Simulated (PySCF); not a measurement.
Telling isomers of C$_{5}$H$_{10}$ClNSi$_{2}$ apart by NMR

Theory: NMR shieldings at PBE0/pcSseg-1/GIAO, geometry from GFN2-xTB, in PySCF 2.14 (single conformer, one averaged value for each set of equivalent atoms, no solvent, non-relativistic).

Referencing at the same level of theory: TMS for $^{1}$H (σref 31.72) and $^{13}$C (σref 186.93). Where no couplings were computed, multiplicities follow the n + 1 count of equivalent neighbours, and m marks all less simple cases (inequivalent or close neighbours, rings, F or P nearby). Shifts are as computed. Against solution values, carbons near 30 ppm lie about +3 ppm off and those near 130 ppm about +5 ppm; carbons on Cl a further +6 ppm. Of 1309 compounds with measured shifts, 239 miss one by over three times the rms of a fit or turn the order of signals round; such compounds aren't used in these exercises. Carbons bonded to Cl come out too deshielded. OH and NH positions are gas-phase values without hydrogen bonding to other molecules.

(1) Tabulate the signals of `N#C[C@@H]1[C@@H](Cl)C[C@H]1[SiH2][SiH3]`, `C=C[C@@]([SiH3])(C#N)[C@H]([SiH3])Cl`, `CN[Si@H]1C=C[SiH2]C=C1Cl`, `C=C(C#N)[SiH2][Si](C)(C)Cl`, `N#C[C@@H]1[C@H](Cl)C[C@@H]1[SiH2][SiH3]` and their relative energies.

(2) What is the quickest way to tell C=C[C@@]([SiH3])(C#N)[C@H]([SiH3])Cl from CN[Si@H]1C=C[SiH2]C=C1Cl?

(3) What is the quickest way to tell N#C[C@@H]1[C@@H](Cl)C[C@H]1[SiH2][SiH3] from CN[Si@H]1C=C[SiH2]C=C1Cl?

(4) What is the quickest way to tell N#C[C@@H]1[C@@H](Cl)C[C@H]1[SiH2][SiH3] from N#C[C@@H]1[C@H](Cl)C[C@@H]1[SiH2][SiH3]?

Answers

(1) 
```tsv
SMILES	carbon types	δC	δH	E rel. (kcal/mol)
N#C[C@@H]1[C@@H](Cl)C[C@H]1[SiH2][SiH3]	1×C 3×CH 1×CH2	125.5, 59.9, 39.9, 37.3, 18.6	4.51 (m, 1H), 4.10 (m, 1H), 3.87 (m, 1H), 3.54 (m, 3H), 2.90 (m, 1H), 2.55 (m, 1H), 2.20 (m, 1H), 1.73 (m, 1H)	55.3
C=C[C@@]([SiH3])(C#N)[C@H]([SiH3])Cl	2×C 2×CH 1×CH2	142.5, 124.8, 123.4, 51.4, 32.9	6.38 (m, 1H), 5.94 (m, 1H), 5.68 (m, 1H), 4.29 (d, 3H), 4.18 (s, 3H), 3.74 (q, 1H)	69.0
CN[Si@H]1C=C[SiH2]C=C1Cl	1×C 3×CH 1×CH3	159.9, 154.8, 148.0, 140.9, 30.5	7.65 (m, 1H), 7.19 (m, 1H), 6.92 (m, 1H), 5.14 (m, 1H), 4.76 (m, 1H), 4.72 (m, 1H), 2.87 (s, 3H), 0.59 (br s, 1H)	30.4
C=C(C#N)[SiH2][Si](C)(C)Cl	2×C 1×CH2 2×CH3	156.5, 124.5, 124.4, 6.4	6.86 (br s, 1H), 6.59 (br s, 1H), 4.36 (s, 2H), 0.64 (s, 6H)	0.0
N#C[C@@H]1[C@H](Cl)C[C@@H]1[SiH2][SiH3]	1×C 3×CH 1×CH2	122.2, 56.2, 41.7, 36.4, 14.9	4.47 (m, 1H), 4.23 (m, 1H), 3.91 (m, 1H), 3.54 (m, 3H), 3.37 (m, 1H), 2.86 (m, 1H), 2.38 (m, 1H), 1.73 (m, 1H)	57.9
```

Energies are electronic energies at PBE0/pcSseg-1 on these geometries, without zero-point or thermal terms, each for the one conformer computed, which needn't be the lowest.

(2) Both give the same number of carbon signals, but DEPT or the intensities differ. The first has a terminal =CH2 carbon at 123.4 ppm, the second a methyl carbon bonded to N (CH3) at 30.5 ppm. Their most deshielded carbons lie at 142.5 and 159.9 ppm. In the proton spectra the most deshielded non-exchanging signals are 6.38 (m, 1H) and 7.65 (m, 1H).

(3) Both give the same number of carbon signals, but DEPT or the intensities differ. The first has an sp3 CH bonded to Cl at 59.9 ppm, the second an alkene CH at 154.8 ppm. Their most deshielded carbons lie at 125.5 and 159.9 ppm. In the proton spectra the most deshielded non-exchanging signals are 4.51 (m, 1H) and 7.65 (m, 1H).

(4) Both give the same number of carbon signals, with the same numbers of each carbon type, so the positions decide. The first has an sp3 CH bonded to Si at 18.6 ppm, the second an sp3 CH bonded to Si at 14.9 ppm. Their most deshielded carbons lie at 125.5 and 122.2 ppm.
